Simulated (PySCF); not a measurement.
A series of substituents X on one scaffold: BH2-X. All species are isolated molecules in the gas phase. One relaxed conformer stands for each flexible species; it need not be the lowest. Strings in code marks are SMILES.

All values below come from M06-2X/def2-TZVP (PySCF). All candidates: neutral, multiplicity 1. Excitations are Tamm–Dancoff values on a coarser integration grid. The basis has no diffuse functions, so Rydberg states are missing or too high.

```yaml
HOMO–LUMO gap: 9.12 eV
S1 excitation (TDA): 4.93 eV
HOMO: -9.82 eV
```

**Question.** Name which member has these values.
(A) `BS(C)=O`
(B) `BSC`
(C) `BC(F)F`
(D) `BB`

**Answer.** D, `BB`. The others give `BS(C)=O`: 7.80 eV, 5.05 eV, -7.97 eV; `BC(F)F`: 9.15 eV, 5.19 eV, -10.67 eV; `BSC`: 8.62 eV, 5.90 eV, -8.88 eV
